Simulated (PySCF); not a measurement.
Numbering as in the mapped SMILES `[F:1][C@@H:2]1[CH2:3][C@:4]1([F:5])[O:6][C:7]([F:8])([F:9])[F:10]` (H(Xn): hydrogen on atom n). Ha(C3) is cis to F1 on the ring; Hb(C3) is trans to F1 on the ring.

Theoretical values (PySCF 2.14): GIAO PBE0/pcSseg-1 shieldings, geometry: GFN2-xTB. A single conformation, non-relativistic, isolated molecule, rapidly exchanging positions averaged.

Scale: TMS for ¹³C (σref 186.93), ¹H (σref 31.72); ¹⁹F (σref 170.95) vs CFCl3; H2O for ¹⁷O (σref 336.08) (reference shieldings calculated alike).

| atoms | nucleus | count | δ (ppm) |
| --- | --- | --- | --- |
| C3 | ¹³C | 1 | ? |
| F5 | ¹⁹F | 1 | -160.0 |
| Hb(C3) | ¹H | 1 | 1.65 |
| H(C2) | ¹H | 1 | 4.94 |
| C2 | ¹³C | 1 | 76.0 |
| F8/F9/F10 | ¹⁹F | 3 | -72.1 |
| O6 | ¹⁷O | 1 | 148.9 |
| Ha(C3) | ¹H | 1 | 1.72 |
| C4 | ¹³C | 1 | ? |
| F1 | ¹⁹F | 1 | -236.6 |
| C7 | ¹³C | 1 | ? |

Q: Complete the table.

A: 
- C7: 131.3 ppm, CF3 carbon; 4 electronegative neighbours deshield it
- C4: 103.3 ppm, three-membered-ring carbon; 2 electronegative neighbours deshield it
- C3: 20.8 ppm, three-membered-ring carbon; carbons of three-membered rings are unusually shielded

Shifts are as computed. Against solution values, carbons near 30 ppm lie about +3 ppm off and those near 130 ppm about +5 ppm. Of 1211 compounds with measured shifts, 218 miss one by over three times the rms of a fit or turn the order of signals round; such compounds aren't used in these exercises. Unscaled 19F shifts against computed CFCl3 carry errors that often reach 10 to 50 ppm. Experimental scales use liquid or dissolved standards, which lie at an offset from isolated H2O (liquid H2O: subtract about 36 ppm).
